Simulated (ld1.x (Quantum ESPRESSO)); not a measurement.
# Varying the TM potential for Bi (Z = 83)

Base potential:

| Property | Result |
| --- | --- |
| Element | bismuth |
| Generator | ld1.x (Quantum ESPRESSO) 7.5 |
| Type | norm-conserving Troullier–Martins (Kleinman–Bylander form) |
| Functional | PBE |
| Relativity | scalar-relativistic |
| Frozen core | [Xe] 4f14 5d10 |
| Valence charge | 5 |
| Reference configuration | 6s1 6p4 |
| Partial waves | 6s (bound): rc 1.80 bohr; 6p (bound): rc 2.65 bohr; 6d channel at 0.45 Ry: rc 2.70 bohr |
| Local potential | all-electron potential smoothed inside 1.75 bohr (lloc = -1) |
| Core correction | Bessel-smoothed model core, default radius (core density twice the valence density) |

All-electron outer shells of the reference configuration (PBE, scalar-relativistic, ld1.x):

```csv
shell,level (eV),outermost node (bohr),outermost maximum (bohr)
5p,-97.60,0.48,0.86
5d,-28.70,0.51,1.03
6s,-15.50,0.98,1.86
6p,-5.24,1.14,2.41
```

Cutoffs, loose and tight: the cutoffs (Ry, on a coarse ladder) from which the occupation-weighted sum of valence levels, in a spherical-Bessel basis at the reference potential, stays within 10 and 1 mRy of its value at 400 Ry. They do not see the model core or the augmentation charge, which bear on the density cutoff. Test errors are all-electron minus pseudo excitation energies from the reference, over the configurations 6s2 6p3; 6s2 6p2; 6s2 6p1; 6s2 6p0; 6s1 6p3; 6s1 6p0; 6s2 6p3.3. A dash means not determined; rows that change the core or the reference have their own tests.

A true bound ghost makes a file unfit for plane-wave use even where its test errors are small: the radial tests pick states by their node count and pass the ghost by.

The default core radius of the base comes out at 1.81 bohr.

On the changes marked as counting shells twice: ld1.x takes every shell without a wave as core, so the model core holds the marked electrons as well and exchange and correlation see them twice. This cancels in the reference configuration, but the file is broken for other ones, and its errors say nothing about a proper core correction.

| change | outcome | cutoff, loose | cutoff, tight | bound ghosts | largest test error (meV) |
| --- | --- | --- | --- | --- | --- |
| base | generated | 21 Ry | 35 Ry | s | -614 |
| local potential the s channel | generated | 21 Ry | 40 Ry | none | -603 |
| core correction none | generated | 21 Ry | 35 Ry | s | +173 |
| type TM semilocal; local potential the s channel | generated | 21 Ry | 35 Ry | none | -603 |
| wave 6d channel at 0.45 Ry: rc 2.70 bohr becomes 6d channel at 0.45 Ry: rc 3.88 bohr | generated | 21 Ry | 35 Ry | s | -614 |
| all radii but the core radius scaled by about 0.78 (s 1.40, p 2.06, d 2.10 bohr); local potential all-electron potential smoothed inside 1.36 bohr (lloc = -1) | generated | 50 Ry | 180 Ry | s, p | -599 |
| core [Kr] 4d10 4f14 5s2, valence charge 21; reference 5p6 5d10 6s1.5 6p3.5; waves now 6s (bound): rc 1.85 bohr; 5d (bound): rc 1.35 bohr; 5f channel at 0.05 Ry: rc 1.70 bohr; 5p (bound): rc 1.60 bohr; local potential the p channel; core correction a·sin(br)/r model core, default radius (core density twice the valence density) (6p counted twice) | generated, misses its reference levels by 1.02 eV | 70 Ry | 100 Ry | s | -4448 |
| reference 6s2 6p2 | generated | 25 Ry | 50 Ry | s, p | -713 |
